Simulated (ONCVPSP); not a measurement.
What one change does to a pseudopotential (mercury, ONCV)

- Element: Hg
- Generator: ONCVPSP 4.0.1
- Type: optimised norm-conserving Vanderbilt (ONCV)
- Functional: PBEsol
- Relativity: scalar-relativistic
- Frozen core: [Kr] 4d10 4f14
- Valence charge: 20
- Reference configuration: 5s2 5p6 5d10 6s1.5 (charge +0.5)
- Partial waves: 5s+6s: rc 1.45 bohr, ncon 4, nbas 9, qcut 10.6 1/bohr, 2 projectors; 5p: rc 1.75 bohr, ncon 4, nbas 8, qcut 7.1 1/bohr, 1 projector; 5d: rc 2.25 bohr, ncon 4, nbas 9, qcut 7.2 1/bohr, 2 projectors, debl 3 Ha
- Local potential: polynomial inside 1.25 bohr (lpopt 5, dvloc0 0 Ha)
- Core correction: none

Change: p: rc 1.44.

Cutoffs: the cutoffs (Ha) at which the residual kinetic energy of the hardest occupied pseudo-wave falls to 1 and 0.1 mHa per electron; they do not see the model core or the augmentation charge, which bear on the density cutoff. Errors are all-electron minus pseudo energies relative to the spin-unpolarised reference configuration.

Problem. What does the change do?

Solution. The potential gets harder (36 Ha and 41 Ha → 36 Ha and 60 Ha); the errors of the 4 common tests hardly move; neither file shows a bound ghost. A smaller radius makes the pseudo-wave follow the all-electron one further in, where it bends more sharply, so more plane waves are needed.

| quantity | base | changed |
| --- | --- | --- |
| cutoff, loose | 36 Ha | 36 Ha |
| cutoff, tight | 41 Ha | 60 Ha |
| loose cutoff by channel | s 36 Ha, p 17 Ha, d 18 Ha | s 36 Ha, p 16 Ha, d 18 Ha |
| bound ghosts | none | none |
| GHOST(+) flags under 300 eV | none | none |
| error for 5s2 5p6 5d10 6s2, meV [ΔE -4.38 eV] | +1.6 | +1.6 |
| error for 5s2 5p6 5d10 6s1, meV [ΔE 6.36 eV] | -2.0 | -2.0 |
| error for 5s2 5p6 5d10 6s0, meV [ΔE 25.36 eV] | -7.6 | -7.7 |
| error for 5s2 5p6 5d9 6s0, meV [ΔE 60.92 eV] | -13 | -14 |
| s: phases at 1.47 bohr within 0.05 rad from the reference energy up to (Ha; the scan ends near 5) | to the end of the scan | to the end of the scan |
| d: phases at 2.28 bohr within 0.05 rad from the reference energy up to (Ha; the scan ends near 5) | to the end of the scan | to the end of the scan |
